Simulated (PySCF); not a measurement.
C2H4F2Si.

```xyz
9

C     -1.3904     1.2054     0.0000
C     -0.0990     0.8658     0.0000
F      0.8647     1.8264     0.0000
Si     0.5981    -0.8797     0.0000
F     -0.6855    -1.8856     0.0000
H     -2.1486     0.4205     0.0000
H     -1.7097     2.2511     0.0000
H      1.4046    -1.1243    -1.2187
H      1.4046    -1.1243     1.2187
```

Geometry: TPSSh-D3(BJ)/def2-SVP. This is a generated structure with no PubChem entry under its InChIKey; it may be hypothetical. One conformer was computed; it need not be the lowest.

Level of theory: HF/pcSseg-1 (PySCF). Non-relativistic, no solvent.

Computed absolute GIAO shielding of each atom: isotropic value and principal components (ppm):
| atom | σ(iso) | σ11 | σ22 | σ33 | span |
|---|---|---|---|---|---|
| C1 | 68.5 | -70.8 | 107.0 | 169.1 | 239.9 |
| C2 | 19.3 | -106.3 | 73.2 | 91.1 | 197.4 |
| F3 | 347.3 | 251.7 | 335.8 | 454.3 | 202.7 |
| Si4 | 419.9 | 379.2 | 414.1 | 466.5 | 87.3 |
| F5 | 421.1 | 403.8 | 420.7 | 438.8 | 35.0 |
| H6 | 25.9 | 23.3 | 24.6 | 29.7 | 6.3 |
| H7 | 25.6 | 21.9 | 24.4 | 30.5 | 8.6 |
| H8 | 27.0 | 24.0 | 25.4 | 31.7 | 7.7 |
| H9 | 27.0 | 24.0 | 25.4 | 31.7 | 7.7 |
